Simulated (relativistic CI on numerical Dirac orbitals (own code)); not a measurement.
# Inner-shell lines of Cl I

Calculated at this level of theory: Dirac-Coulomb-Breit CI, KLI orbitals optimised for each configuration, model QED (radiative potential, 1s self-energy scaled to tabulated hydrogen-like ionisation energies), valence Slater integrals scaled by 0.9 (own radial code, finite nucleus).

Configurations in the expansion (outside the closed core 1s2 2s2): 2p⁶3s²3p⁵, 2p⁵3s²3p⁵3d, 2p⁵3s²3p⁵4s, 2p⁵3s²3p⁵4d, 2p⁵3s3p⁶4d, 2p⁵3s3p⁶4s, 2p⁶3s3p⁶. Levels of other configurations are missing.

The table holds the strongest lines. The upper levels have an inner-shell vacancy. Auger decay, open to those above the ionisation limit, is not computed, and radiative decays to configurations outside the model are missing too. Absolute energies can be off by a few tenths of a per cent, so close lines can change order. LS names give the leading component, which can be well under half, for lower levels too. Brackets number the levels in order of energy.

| E (eV) | Upper | Lower | A (s⁻¹) | gA (s⁻¹) |
| --- | --- | --- | --- | --- |
| 206.43 | 2p⁵3s²3p⁵3d ²D3/2 [52] | 2p⁶3s²3p⁵ ²P°1/2 [2] | 4.01e+09 | 1.61e+10 |
| 206.69 | 2p⁵3s²3p⁵4d ²D5/2 [57] | 2p⁶3s²3p⁵ ²P°3/2 [1] | 5.64e+09 | 3.39e+10 |
| 206.81 | 2p⁵3s²3p⁵3d ⁴D3/2 [58] | 2p⁶3s²3p⁵ ²P°3/2 [1] | 1.04e+10 | 4.16e+10 |
| 206.85 | 2p⁵3s²3p⁵4d ⁴P1/2 [60] | 2p⁶3s²3p⁵ ²P°3/2 [1] | 9.71e+09 | 1.94e+10 |
| 206.96 | 2p⁵3s²3p⁵3d ²D5/2 [65] | 2p⁶3s²3p⁵ ²P°3/2 [1] | 2.56e+09 | 1.54e+10 |
| 207.24 | 2p⁵3s²3p⁵4d ²D5/2 [74] | 2p⁶3s²3p⁵ ²P°3/2 [1] | 2.99e+09 | 1.79e+10 |
| 207.31 | 2p⁵3s²3p⁵4d ²P3/2 [75] | 2p⁶3s²3p⁵ ²P°3/2 [1] | 6.72e+09 | 2.69e+10 |
| 207.35 | 2p⁵3s²3p⁵4d ⁴D1/2 [76] | 2p⁶3s²3p⁵ ²P°3/2 [1] | 1.11e+10 | 2.23e+10 |
| 207.58 | 2p⁵3s²3p⁵3d ²D3/2 [93] | 2p⁶3s²3p⁵ ²P°1/2 [2] | 8.91e+09 | 3.56e+10 |
| 207.63 | 2p⁵3s²3p⁵4d ²D5/2 [92] | 2p⁶3s²3p⁵ ²P°3/2 [1] | 2.50e+09 | 1.50e+10 |
| 208.34 | 2p⁵3s²3p⁵4d ²P1/2 [112] | 2p⁶3s²3p⁵ ²P°1/2 [2] | 1.12e+10 | 2.24e+10 |
| 208.68 | 2p⁵3s²3p⁵3d ²D5/2 [118] | 2p⁶3s²3p⁵ ²P°3/2 [1] | 3.78e+09 | 2.27e+10 |
| 209.08 | 2p⁵3s3p⁶4d ²D°3/2 [166] | 2p⁶3s3p⁶ ²S1/2 [3] | 6.89e+09 | 2.76e+10 |
| 209.09 | 2p⁵3s3p⁶4d ²P°1/2 [167] | 2p⁶3s3p⁶ ²S1/2 [3] | 1.49e+10 | 2.98e+10 |
| 209.45 | 2p⁵3s²3p⁵3d ²D5/2 [135] | 2p⁶3s²3p⁵ ²P°3/2 [1] | 4.14e+09 | 2.49e+10 |
| 209.45 | 2p⁵3s²3p⁵3d ²P3/2 [136] | 2p⁶3s²3p⁵ ²P°3/2 [1] | 5.12e+09 | 2.05e+10 |
| 209.54 | 2p⁵3s3p⁶4d ²P°3/2 [169] | 2p⁶3s3p⁶ ²S1/2 [3] | 8.54e+09 | 3.42e+10 |
| 210.09 | 2p⁵3s²3p⁵4d ²P3/2 [143] | 2p⁶3s²3p⁵ ²P°3/2 [1] | 3.79e+09 | 1.52e+10 |
| 211.14 | 2p⁵3s3p⁶4d ²P°3/2 [178] | 2p⁶3s3p⁶ ²S1/2 [3] | 4.46e+09 | 1.79e+10 |
| 211.14 | 2p⁵3s3p⁶4d ²P°1/2 [179] | 2p⁶3s3p⁶ ²S1/2 [3] | 9.33e+09 | 1.87e+10 |
